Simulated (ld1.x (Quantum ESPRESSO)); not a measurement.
**u(r) = r·R(r): atom against pseudo-atom (Li)**

Columns: radius, all-electron u(r) and pseudo u(r) of the 2p shell (level -1.09 eV) of lithium in the configuration 1s2 2s1 2p0; PBE, scalar-relativistic, TM scheme, ld1.x (Quantum ESPRESSO) 7.5.

```tsv
r (bohr)	all-electron	pseudo
0.210	0.0155	0.0063
0.420	0.0482	0.0245
0.630	0.0870	0.0535
0.840	0.1272	0.0909
1.050	0.1667	0.1341
1.260	0.2042	0.1799
1.470	0.2389	0.2254
1.680	0.2705	0.2680
1.890	0.2998	0.3058
2.100	0.3274	0.3378
2.310	0.3522	0.3638
2.520	0.3738	0.3842
2.730	0.3920	0.4000
2.940	0.4067	0.4120
3.150	0.4180	0.4209
3.360	0.4261	0.4273
3.570	0.4310	0.4314
3.780	0.4331	0.4331
3.990	0.4325	0.4325
4.200	0.4297	0.4297
4.410	0.4248	0.4248
4.620	0.4183	0.4183
4.830	0.4104	0.4104
5.040	0.4013	0.4013
5.250	0.3914	0.3914
5.460	0.3808	0.3808
```

Problem. How many radial nodes do the two functions have?

Solution. The all-electron 2p function has n − l − 1 = 0; the pseudo-wave has 0.

Problem. At about which radius was the pseudo-wave matched?

Solution. 4.20 bohr. The columns agree to 0.0005 from 3.57 bohr on; several derivatives are matched, so the curves merge somewhat inside the radius.

Problem. Is the pseudo-wave norm-conserving?

Solution. Yes: the TM scheme keeps the norm inside the radius equal to the all-electron one, which fixes the energy derivative of the logarithmic derivative at the level.
